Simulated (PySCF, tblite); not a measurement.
Isomers of C5H9OP, one GFN2-xTB conformer each. Single-point energies are computed at PBE0/pcSseg-1 (PySCF, gas phase, no added dispersion term), electronic only.

**Question.** Rank them by PBE0/pcSseg-1 energy, lowest first (kJ/mol).
A. `[CH:1]#[C:2][P@@:3]([CH3:4])(=[O:5])[CH2:6][CH3:7]` with C2–P3–C6–C7 180°
B. `[CH3:1][O:2][C:3]1=[CH:4][CH2:5][PH:6][CH2:7]1` with C1–O2–C3–C4 -1°, C3–C4–C5–P6 17°, C4–C5–P6–C7 -21°, C5–P6–C7–C3 21°, O2–C3–C7–P6 165°
C. `[CH3:1][C:2](=[O:3])[P:4]=[C:5]([CH3:6])[CH3:7]` with C1–C2–P4–C5 159°
D. `[O:1]=[C:2]1[CH2:3][CH2:4][PH:5][CH2:6][CH2:7]1` with O1–C2–C3–C4 115°, C2–C3–C4–P5 60°, C3–C4–P5–C6 -50°, C4–P5–C6–C7 50°
E. `[CH2:1]=[CH:2][P@@:3]1(=[O:4])[CH2:5][C@@H:6]1[CH3:7]` with C1–C2–P3–O4 1°
F. `[CH2:1]=[CH:2][C@@H:3]1[CH2:4][CH2:5][P@H:6]1=[O:7]` with C1–C2–C3–C4 128°, C2–C3–C4–C5 -145°, C3–C4–C5–P6 21°, C4–C5–P6–O7 -140°, C2–C3–P6–C5 140°

**Answer.** D (0.0), B (86.1), C (90.4), F (91.7), E (121.8), A (122.6).

As drawn, the lowest has a C=O bond, which the highest lacks; the highest has a C≡C bond and a P=O bond, which the lowest lacks. Neighbours under 10 kJ/mol apart (COC1=CCPC1 and CC(=O)P=C(C)C; CC(=O)P=C(C)C and C=C[C@@H]1CC[P@H]1=O; C=C[P@@]1(=O)C[C@@H]1C and C#C[P@@](C)(=O)CC) can change places with a better method, another conformer or zero-point energy. GFN2-xTB itself gives, in the same order: 25.9, 65.7, 131.0, 0.0, 92.6, 71.2. GFN2-xTB puts C=C[C@@H]1CC[P@H]1=O lowest instead; measured from each level's own lowest isomer, the values differ by up to 91.7 kJ/mol (C=C[C@@H]1CC[P@H]1=O: 0.0 against 91.7).

**Question.** Which frontier levels, dipoles and rotational constants go with these structures?

**Answer.** 
```csv
SMILES,"HOMO (eV, PBE0/pcSseg-1)",LUMO (eV),dipole (D),"A, B, C (MHz)"
O=C1CCPCC1,-7.15,-0.62,2.04,"3764, 1817, 1370"
COC1=CCPC1,-6.37,0.70,2.17,"5399, 1373, 1142"
CC(=O)P=C(C)C,-6.54,-1.96,1.45,"4161, 1450, 1118"
C=C[C@@H]1CC[P@H]1=O,-7.56,-0.01,4.04,"3147, 2033, 1363"
C=C[P@@]1(=O)C[C@@H]1C,-6.85,-0.89,3.68,"4374, 1519, 1364"
C#C[P@@](C)(=O)CC,-7.71,-0.12,4.05,"3180, 1562, 1438"
```

**Question.** What happens when harmonic zero-point energies from GFN2-xTB frequencies are added?

**Answer.** 
```
                SMILES  ZPE (kJ/mol)  electronic (kJ/mol)  with ZPE (kJ/mol)
            O=C1CCPCC1         338.1                  0.0                0.0
            COC1=CCPC1         333.1                 86.1               81.1
         CC(=O)P=C(C)C         332.4                 90.4               84.7
  C=C[C@@H]1CC[P@H]1=O         333.0                 91.7               86.6
C=C[P@@]1(=O)C[C@@H]1C         332.5                121.8              116.1
     C#C[P@@](C)(=O)CC         327.4                122.6              111.9
```

The zero-point energies span 10.7 kJ/mol. The lowest isomer stays, but the order above it changes.
